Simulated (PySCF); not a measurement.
WO₃, optimised at GFN2-xTB:

```xyz
4

O      0.0254     0.6922    -1.6925
W      0.2310    -0.0933    -0.1607
O      0.0091    -1.8127    -0.1426
O      1.4850     0.5307     0.8610
```

Computed with PySCF (xtb for GFN2) and rigid-rotor harmonic-oscillator thermochemistry at 1 bar. All species are closed-shell singlets. W: scalar-relativistic def2 core potential, no spin-orbit coupling.

Q: List the harmonic frequencies (cm⁻¹, unscaled) at this level and at the other levels, each on its own geometry.

A: 
- GFN2-xTB: 98, 228, 228, 657, 657, 684
- PBE/def2-SVP: 308, 341, 341, 919, 919, 985
- PBE0/def2-TZVP: 287, 348, 348, 970, 970, 1053
